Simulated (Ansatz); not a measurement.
Cost and result up the ladder for the cluster H6Au3 (9 atoms). Charge 0, multiplicity 2. Geometry: PBE0-D4/def2-SVP.

Cartesian coordinates in Å:
```
Au 0.7945 0.8109 1.5216
Au -0.3097 -1.1059 -0.8013
Au -0.6046 1.7925 -0.5466
H -0.3147 3.1037 0.3274
H 0.1341 -2.5626 -0.3822
H 1.6187 0.1779 2.7143
H -0.9376 0.3731 -1.5394
H 0.5487 -0.6898 0.7335
H -0.9293 -1.8998 -2.0272
```

Ansatz on 4 threads of Arm Neoverse V2 on a shared host. Times are rough, and most runs start from the orbitals of an earlier one. PBE0-D4/def2-TZVP serves as the yardstick here, not as an exact answer. Binding counts from free atoms at the same level (Au doublet, H doublet; other spins of the atoms weren't run), without zero-point energy or a counterpoise term.

In the def2 sets Au takes a core potential; there is no spin–orbit coupling. Correlated methods freeze no core orbitals; core or outer-core shells of Au are correlated, in sets that lack core-valence functions. No other spin state of charge 0 was run. The structure comes from a short search, and lower isomers may exist.

Correlated methods converge slowly with the basis.

```csv
level,functions,wall time,binding energy per atom (eV),difference from PBE0-D4/def2-TZVP (eV)
HF/def2-TZVP,156,2.1 s,1.10,-0.84
MP2/def2-TZVP,156,3.4 s,1.91,-0.03
PBE-D4/def2-TZVP (with forces),156,3.6 s,2.02,0.09
PBE0-D4/def2-TZVP,156,6 s,1.93,0.00
r2SCAN-D4/def2-TZVP,156,7.5 s,2.09,0.15
```
